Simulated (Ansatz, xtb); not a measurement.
# Two isomers of BClH2Sn

We compare a, `[BH2][Sn][Cl]`, a triplet, with b, `Cl[BH][SnH]`, a singlet. Both are isolated molecules in the gas phase, relaxed with PBE0-D3(BJ)/def2-SVP; the shapes shown needn't be the lowest conformers.

a (Å):

```
atom    x (Å)   y (Å)   z (Å)
   B  -0.9522  0.8439  1.6179
  Cl   1.9530  3.3362  1.8071
  Sn   0.0260  2.5776  0.6321
   H  -0.3793  0.5107  2.6229
   H  -1.9327  0.4116  1.0743
```

b (Å):

```
atom    x (Å)   y (Å)   z (Å)
   B  -0.6695  1.3929  0.9743
  Cl   0.1452  0.0136  0.2368
  Sn  -0.6693  1.4232  3.2638
   H  -1.1724  2.1760  0.2010
   H   0.8377  2.3666  3.1284
```

Problem. Estimate E(b) − E(a) at the level CCSD(T)/def2-TZVPP.

Solution. Calculated at CCSD(T)/def2-TZVPP: E(b) − E(a) = −8.4 kcal/mol, so structure b lies lower.

How the difference moves with the method:

| level | geometry | E(b) − E(a) (kcal/mol) | departure from the last row (kcal/mol) | job, with rough time for the two |
| --- | --- | --- | --- | --- |
| HF/STO-3G | GFN2-xTB | +25.5 | +34.0 | single point, 3.9 s |
| r2SCAN-D4/def2-SVP | GFN2-xTB | −1.1 | +7.3 | single point, 7.3 s |
| PBE0-D3(BJ)/def2-SVP | PBE0-D3(BJ)/def2-SVP | −6.5 | +1.9 | optimisation, 2 min |
| HF/def2-TZVPP | PBE0-D3(BJ)/def2-SVP | +2.1 | +10.5 | part of the CCSD(T) run |
| MP2/def2-TZVPP | PBE0-D3(BJ)/def2-SVP | −8.0 | +0.4 | part of the CCSD(T) run |
| CCSD(T)/def2-TZVPP | PBE0-D3(BJ)/def2-SVP | −8.4 |  | single point, 11 min |

As drawn, b has 1 B–Cl, 1 Sn–H in place of 1 Cl–Sn, 1 B–H.

HF/STO-3G, HF/def2-TZVPP put the two in the other order. The largest departure from CCSD(T)/def2-TZVPP is that of HF/STO-3G, 34.0 kcal/mol. The triplet state of a needn't be its ground state.

With harmonic frequencies from PBE0-D3(BJ)/def2-SVP (ideal gas, rigid rotor, one conformer each, 298.15 K, 1 atm): the zero-point term adds −1.2 kcal/mol; ΔH is −9.6 and ΔG −9.2 kcal/mol.

Open shells are spin-unrestricted. The correlated steps freeze 10 core orbitals; the filled d shell of Sn is correlated, in a basis made for valence electrons. Atoms past krypton carry core potentials in the def2 sets, other sets are all-electron and non-relativistic, and no spin–orbit term is included. ΔG holds the spin degeneracy. Mirror images aren't counted in ΔG. Codes used: Ansatz 0.2.0, xtb 6.7.1; the last row on 1 thread of Intel(R) Xeon(R) Processor @ 2.50GHz (Skylake/Cascade Lake) on a shared host.
